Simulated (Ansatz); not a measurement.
Isolated molecules relaxed with PBE0-D4/def2-TZVP in Ansatz; ΔE leaves out vibrations. CCSD(T)/CBS adds triple-zeta CCSD(T) − MP2 to the extrapolated MP2 energy (def2 sets, frozen cores). This one scheme is used for every species. DFT in def2-TZVPP. B3LYP here is the variant with VWN-RPA as its local correlation; programs differ in this. Each species was taken in one conformer, which may not be the lowest.

Consider the formal exchange of groups at the Si–O bond: `CO[SiH2]Cl` + `OC[SiH2][SiH2]O` → `O[SiH2][SiH2][SiH2]Cl` + `COCO`.

```json
{"level": "PBE-D4", "ΔE (kcal/mol)": "20.6", "difference from CCSD(T)/CBS": "-5.9"}
{"level": "r2SCAN-D4", "ΔE (kcal/mol)": "24.1", "difference from CCSD(T)/CBS": "-2.4"}
{"level": "PBE0-D4", "ΔE (kcal/mol)": "22.0", "difference from CCSD(T)/CBS": "-4.5"}
{"level": "B3LYP-D4", "ΔE (kcal/mol)": "25.6", "difference from CCSD(T)/CBS": "-0.9"}
{"level": "ωB97X-V", "ΔE (kcal/mol)": "24.8", "difference from CCSD(T)/CBS": "-1.7"}
{"level": "ωB97M-V", "ΔE (kcal/mol)": "26.9", "difference from CCSD(T)/CBS": "0.4"}
{"level": "B2PLYP", "ΔE (kcal/mol)": "26.7", "difference from CCSD(T)/CBS": "0.2"}
{"level": "PBE", "ΔE (kcal/mol)": "20.5", "difference from CCSD(T)/CBS": "-6.0"}
{"level": "r2SCAN", "ΔE (kcal/mol)": "24.1", "difference from CCSD(T)/CBS": "-2.4"}
{"level": "PBE0", "ΔE (kcal/mol)": "22.0", "difference from CCSD(T)/CBS": "-4.5"}
{"level": "B3LYP", "ΔE (kcal/mol)": "25.6", "difference from CCSD(T)/CBS": "-0.9"}
{"level": "HF/def2-TZVPP", "ΔE (kcal/mol)": "28.4", "difference from CCSD(T)/CBS": "1.9"}
{"level": "MP2/def2-TZVPP", "ΔE (kcal/mol)": "28.0", "difference from CCSD(T)/CBS": "1.5"}
{"level": "SCS-MP2/def2-TZVPP", "ΔE (kcal/mol)": "28.1", "difference from CCSD(T)/CBS": "1.6"}
{"level": "CCSD/def2-TZVPP", "ΔE (kcal/mol)": "26.2", "difference from CCSD(T)/CBS": "-0.3"}
{"level": "CCSD(T)/def2-TZVPP", "ΔE (kcal/mol)": "25.5", "difference from CCSD(T)/CBS": "-1.0"}
{"level": "HF/def2-QZVPP", "ΔE (kcal/mol)": "29.0", "difference from CCSD(T)/CBS": "2.5"}
{"level": "MP2/def2-QZVPP", "ΔE (kcal/mol)": "28.8", "difference from CCSD(T)/CBS": "2.3"}
{"level": "SCS-MP2/def2-QZVPP", "ΔE (kcal/mol)": "28.8", "difference from CCSD(T)/CBS": "2.3"}
{"level": "HF/CBS(def2)", "ΔE (kcal/mol)": "29.1", "difference from CCSD(T)/CBS": "2.6"}
{"level": "MP2/CBS(def2)", "ΔE (kcal/mol)": "29.0", "difference from CCSD(T)/CBS": "2.5"}
{"level": "CCSD/CBS(def2)", "ΔE (kcal/mol)": "27.2", "difference from CCSD(T)/CBS": "0.7"}
{"level": "CCSD(T)/CBS", "ΔE (kcal/mol)": "26.5", "difference from CCSD(T)/CBS": "0"}
```

Largest T1 diagnostic among the species: 0.012.

From PBE to PBE0 (25 % exact exchange), in def2-TZVPP and without D4, ΔE moves by +1.5 kcal/mol.
